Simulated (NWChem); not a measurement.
Species: SnH, doublet; SMILES [SnH]

Results from NWChem. Spin-unrestricted. The state is orbitally degenerate and is run as one real component. No stability test was run on the SCF state. def2 effective core potentials on Sn; no spin-orbit coupling. The level has its own optimisation; frequencies are unscaled.

Predict the results for UHF/def2-SVPD. Quantities: r H–Sn (Å); highest harmonic frequency (cm⁻¹); zero-point energy (kcal/mol).

r H–Sn (Å): 1.773
highest harmonic frequency (cm⁻¹): 1784
zero-point energy (kcal/mol): 2.5
